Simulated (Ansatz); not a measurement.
C3H7BO (`B/C=C(\C)O`) at its PBE0-D4/def2-TZVP geometry, where that method's forces vanish. Charge 0, multiplicity 1.

```xyz
12

B    -0.3408   -0.8209   -1.7790
C     0.3528   -1.0311   -0.4584
C     0.3347   -0.1542    0.5745
C    -0.3549    1.1638    0.6151
O     1.0010   -0.4753    1.6977
H    -0.2691   -1.6532   -2.6378
H    -0.9778    0.1690   -2.0129
H     0.9251   -1.9362   -0.2651
H     0.3738    1.9618    0.7930
H    -1.0774    1.1828    1.4381
H    -0.8771    1.3669   -0.3149
H     0.9098    0.2265    2.3498
```

Question: What forces (eV/Å) does B3LYP-D4/def2-TZVPP give on these atoms in Ansatz 0.2.0? (Estimate.)

Answer: The calculation gave: 
```
B1  -0.059 -0.015 -0.150
C2   0.024 -0.092 -0.058
C3  -0.088 -0.033 -0.248
C4  -0.110  0.184 -0.021
O5   0.159 -0.049  0.303
H6  -0.011  0.089  0.084
H7   0.074 -0.121  0.018
H8  -0.039  0.051 -0.023
H9  -0.043 -0.023 -0.005
H10  0.027  0.016 -0.037
H11  0.029  0.013  0.080
H12  0.036 -0.020  0.057
```

B3LYP here is the variant with VWN-RPA as its local correlation; programs differ in this.
